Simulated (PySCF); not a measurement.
Gas-phase equilibrium of 1 mol NO, 6.3 mol O₂ at 2000 K and 0.00133 bar, among 8 species (O₂, N₂, O, NO, O₃, N, N₂O, NO₂). Only gases are allowed; each row takes one source of thermochemistry for all species, and Cantera finds the minimum.

Method: PySCF energies (xtb for GFN2) plus ideal-gas RRHO corrections (1 bar). Table values come from the NASA 1993 polynomials. After a fit of one offset per element over all species, the range-separated, M06-2X, PBE0/def2-QZVP and CCSD(T)/def2-TZVPP enthalpies, where run, lie to one side of the table for O₃ (+19 kJ/mol): a fault of the table's entry, another state or a shared error of the levels is possible; this was not checked at source. † marks an energy on the PBE0/def2-TZVP geometry and frequencies; other levels use their own. CCSD(T) freezes the core. 6-31G* has spherical d functions here. Open shells (unrestricted) among the columns below: O₂ (multiplicity 3), O (multiplicity 3, electronic degeneracy 9), NO (multiplicity 2, electronic degeneracy 4), N (multiplicity 4), NO₂ (multiplicity 2); the rest are closed-shell singlets. GFN2 has no spin-polarisation term. Spin-orbit splitting is ignored; it lowers the true energy and changes the entropy of O, NO. CCSD(T) isn't extrapolated to the basis-set limit. The harmonic model lacks anharmonicity and excited electronic states, which grow with temperature; levels with a mode under 35 cm⁻¹ are left out. Strong static correlation: O₃. Warning, large T1 diagnostic: O₃ (CCSD(T)/def2-TZVPP†).

Molecules larger than those listed are left out. Table species left out: NO3.

With table thermochemistry: O 0.018, O₂ 0.91, O₃ 1.8e-9, NO₂ 6.1e-7, N₂ 0.066, N 6.3e-9, NO 0.0046.

Problem. How far does the composition move with the other sources (CCSD(T)/def2-TZVPP†, GFN2-xTB, HF/6-31G*, PBE/def2-SVP, PBE0/def2-QZVP†, r2SCAN/def2-TZVP†)?

Solution. 
```csv
thermochemistry,x O,x O₂,x O₃,x NO₂,x N₂,x N,x NO
table,0.018,0.91,1.8e-9,6.1e-7,0.066,6.3e-9,0.0046
CCSD(T)/def2-TZVPP†,0.046,0.89,2.9e-10,2.9e-7,0.065,2.9e-8,0.0047
GFN2-xTB,1.3e-8,0.60,0.24,0.16,1.3e-8,<1e-12,0.00017
HF/6-31G*,0.96,2.7e-7,<1e-12,<1e-12,0.027,0.016,2.6e-6
PBE/def2-SVP,0.00055,0.93,1.4e-9,2.0e-5,0.065,9.5e-10,0.0061
PBE0/def2-QZVP†,0.012,0.92,4.7e-11,1.6e-6,0.065,9.9e-9,0.0053
r2SCAN/def2-TZVP†,0.0061,0.92,1.0e-10,2.6e-6,0.066,2.0e-8,0.0040
```
The most sensitive of these is O₃: it spans a factor of 10^11.4 over these rows; at this temperature one factor of ten is RT ln 10 = 38 kJ/mol.
